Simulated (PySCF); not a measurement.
C3H2F4, charge +1, multiplicity 2. Atoms are numbered in the order given.

```xyz
9

F      0.1821     2.8187     0.0000
C     -0.3159     1.6427     0.0000
C      0.5537     0.5222     0.0000
C      0.0121    -0.8981     0.0000
F      0.4753    -1.5023    -1.0977
F      0.4753    -1.5023     1.0977
F     -1.3245    -0.9085     0.0000
H     -1.4242     1.5821     0.0000
H      1.6515     0.6659     0.0000
```
Charge +1, spin multiplicity 2.

Geometry optimised at PBE-D3(BJ)/def2-SVP. The spin state was assumed, not searched.

Method: PBE/def2-TZVP in PySCF.

The molecule is in vacuum.

- total energy = -514.19610 hartree
- point group = Cs
- α spin, highest occupied and lowest empty level = -14.89 and -10.00 eV
- β spin, highest occupied and lowest empty level = -15.28 and -13.61 eV
- dipole moment about the centre of nuclear charge = 4.92 D
- mean static polarisability = 40.6 bohr³ (6.02 Å³)
- polarisability, principal values = 28.9, 34.6, 58.3 bohr³
- ⟨S²⟩ = 0.753 (pure state 0.75)
